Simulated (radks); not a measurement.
Species: In III. Configuration: [Kr] 4d10 5s1. All-electron calculation, Dirac Kohn-Sham, PBE, spin-unpolarised, spherical densities, point nucleus. Program: a radial shooting solver on a logarithmic mesh with Libxc functionals.

Normalised radial functions P(r) = r R(r) (large component), r in bohr:

r	4d5/2
0.004365	0.0001
0.005822	0.0002
0.007765	0.0005
0.01036	0.0012
0.01381	0.0027
0.01857	0.0060
0.02477	0.0127
0.03304	0.0265
0.04407	0.0528
0.05877	0.1000
0.07839	0.1770
0.1054	0.2901
0.1406	0.4161
0.1875	0.5070
0.2501	0.4795
0.3335	0.2568
0.4448	-0.1568
0.5933	-0.6274
0.7977	-0.9496
1.064	-0.9681
1.419	-0.7519
1.893	-0.4580
2.524	-0.2141
3.367	-0.0718
4.526	-0.0147
6.037	-0.0017
8.052	-0.0001

4d5/2: eigenvalue -36.173 eV, 1 radial node at r = 0.403 bohr, <r> = 1.17 bohr, 90 % of the charge inside 1.83 bohr.
